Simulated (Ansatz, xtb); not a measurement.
**C7H10O: which of two isomers lies lower**

Structure X is `C=C/C(=C/C)C(C)=O`, a singlet and structure Y is `C=C/C(=C\C)C(C)=O`, a singlet. Both are isolated molecules in the gas phase, relaxed with r2SCAN-D4/def2-SVP; the shapes shown needn't be the lowest conformers.

X (Å):

```tsv
atom	x (Å)	y (Å)	z (Å)
C	1.2184	-0.6257	1.6912
C	1.2869	0.6532	1.2791
C	0.5579	1.2814	0.1743
C	0.9438	2.5171	-0.2500
C	0.3922	3.3405	-1.3592
C	-0.6184	0.6077	-0.4793
C	-1.6326	-0.1013	0.3995
O	-0.7994	0.6811	-1.6815
H	1.8465	-0.9783	2.5135
H	0.5603	-1.3633	1.2241
H	2.0020	1.3172	1.7833
H	1.7773	2.9725	0.3046
H	1.0847	3.3142	-2.2206
H	0.3191	4.3977	-1.0550
H	-0.5772	2.9811	-1.7253
H	-2.6347	0.1854	0.0476
H	-1.5205	0.1169	1.4697
H	-1.5488	-1.1905	0.2507
```

Y (Å):

```yaml
atoms:
  - { symbol: C, position_ang: [2.3716, 0.1764, -1.0404] }
  - { symbol: C, position_ang: [1.0842, -0.2045, -1.1223] }
  - { symbol: C, position_ang: [-0.0854, 0.6348, -1.4045] }
  - { symbol: C, position_ang: [-1.3359, 0.2960, -0.9875] }
  - { symbol: C, position_ang: [-1.7544, -0.8931, -0.2013] }
  - { symbol: C, position_ang: [-0.0119, 1.9147, -2.2110] }
  - { symbol: C, position_ang: [1.1445, 2.1324, -3.1647] }
  - { symbol: O, position_ang: [-0.9031, 2.7423, -2.1453] }
  - { symbol: H, position_ang: [2.6943, 1.2103, -1.1876] }
  - { symbol: H, position_ang: [3.1508, -0.5514, -0.7968] }
  - { symbol: H, position_ang: [0.8653, -1.2600, -0.9187] }
  - { symbol: H, position_ang: [-2.1254, 1.0103, -1.2542] }
  - { symbol: H, position_ang: [-0.9394, -1.5934, 0.0243] }
  - { symbol: H, position_ang: [-2.5589, -1.4399, -0.7231] }
  - { symbol: H, position_ang: [-2.1928, -0.5674, 0.7593] }
  - { symbol: H, position_ang: [1.9353, 2.7122, -2.6604] }
  - { symbol: H, position_ang: [0.7793, 2.7447, -4.0005] }
  - { symbol: H, position_ang: [1.5937, 1.1974, -3.5262] }
```

Question: Estimate E(Y) − E(X) at the level CCSD(T)/def2-SVP + ΔMP2/def2-TZVPP.

Answer: CCSD(T)/def2-SVP + ΔMP2/def2-TZVPP gives E(Y) − E(X) = +0.05 kcal/mol, slightly favouring structure X, which is too small a margin to settle the true order.

Level by level:

| level | geometry | E(Y) − E(X) (kcal/mol) | departure from the last row (kcal/mol) | job, with rough time for the two |
| --- | --- | --- | --- | --- |
| r2SCAN-D4/def2-SVP | r2SCAN-D4/def2-SVP | −0.45 | −0.50 | optimisation, 5 min |
| HF/def2-SVP | r2SCAN-D4/def2-SVP | −0.60 | −0.65 | part of the CCSD(T) run |
| MP2/def2-SVP | r2SCAN-D4/def2-SVP | −0.37 | −0.42 | part of the CCSD(T) run |
| CCSD(T)/def2-SVP | r2SCAN-D4/def2-SVP | −0.40 | −0.44 | single point |
| CCSD(T)/def2-SVP + ΔMP2/def2-TZVPP | r2SCAN-D4/def2-SVP | +0.05 |  | single point, 3.5 min |

As drawn, both hold the same kinds of bond in the same numbers.

The largest departure from CCSD(T)/def2-SVP + ΔMP2/def2-TZVPP is that of HF/def2-SVP, 0.65 kcal/mol. No reliable frequencies are at hand for X or Y, so they aren't confirmed as minima. Levels run at GFN2-xTB geometries aren't shown. The last row adds to CCSD(T) the change of the MP2 difference between the two basis sets, here +0.44 kcal/mol.

The correlated steps freeze 8 core orbitals. Run with Ansatz 0.2.0, xtb 6.7.1; the last row on 2 threads of Intel(R) Xeon(R) Processor @ 2.70GHz on a shared host.
